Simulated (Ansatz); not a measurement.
Calculated with Ansatz (gas phase, PBE0-D4/def2-TZVP geometries, no zero-point term in ΔE). CBS: MP2 limit from def2 TZ/QZ plus the TZ coupled-cluster correction, frozen cores. Functionals use def2-TZVPP. B3LYP here is the variant with VWN-RPA as its local correlation; programs differ in this. Each species was taken in one conformer, which may not be the lowest.

Reaction (redistribution): `[CH3][AlH][SiH](C)S` + `FC[SiH2]F` → `[CH3][AlH][CH2][SiH2]F` + `C[SiH](F)S`

`[CH3][AlH][SiH](C)S`:

```xyz
14

C     1.533   -1.943    1.157
Al    0.357   -1.572   -0.360
Si   -0.307    0.740   -0.897
C    -0.801    1.774    0.595
S    -1.939    0.584   -2.295
H     0.982   -2.496    1.927
H     2.367   -2.585    0.857
H     1.944   -1.046    1.625
H    -0.177   -2.783   -1.244
H     0.823    1.456   -1.569
H    -1.651    1.330    1.116
H     0.034    1.849    1.298
H    -1.079    2.786    0.290
H    -2.088    1.904   -2.502
```

`FC[SiH2]F`:

Cartesian coordinates in Å:
```
F -1.496 0.538 1.115
C -0.691 0.686 -0.006
Si 0.646 -0.637 -0.069
F 1.712 -0.385 1.095
H -0.254 1.691 0.012
H -1.325 0.619 -0.899
H 1.347 -0.529 -1.373
H 0.061 -1.983 0.125
```

`[CH3][AlH][CH2][SiH2]F`:

Cartesian coordinates in Å:
```
C -1.573 -1.019 -1.387
Al -0.634 0.625 -0.925
C 1.107 0.565 -0.027
Si 1.072 0.214 1.777
F 2.550 0.159 2.402
H -1.860 -1.032 -2.443
H -0.990 -1.920 -1.182
H -2.507 -1.093 -0.818
H -1.261 2.044 -1.269
H 1.620 1.519 -0.190
H 1.693 -0.231 -0.507
H 0.338 1.273 2.517
H 0.444 -1.105 2.051
```

`C[SiH](F)S`:

Z-matrix (Å, degrees):
```
C
Si 1 1.851
H 1 1.092 2 110.4
H 1 1.093 2 110.9 3 120.2
H 1 1.093 2 110.3 3 -120.1
F 2 1.602 1 107.5 3 177.3
S 2 2.125 1 112.7 3 -60.4
H 2 1.481 1 113.7 3 58.6
H 7 1.344 2 94.5 1 -44.6
```

| level | ΔE (kcal/mol) |
| --- | --- |
| B3LYP-D4 | -65.9 |
| B2PLYP | -68.5 |
| SCS-MP2/def2-TZVPP | -70.3 |
| MP2/def2-QZVPP | -73.4 |

(1) What does CCSD(T)/CBS give? (An estimate is asked.)

Largest T1 diagnostic among the species: 0.011.

Answers

(1) Computed: -69.2 kcal/mol. The listed levels differ from it by 3.3, 0.7, -1.1, -4.2 kcal/mol.

From PBE to PBE0 (25 % exact exchange), in def2-TZVPP and without D4, ΔE moves by −2.4 kcal/mol.
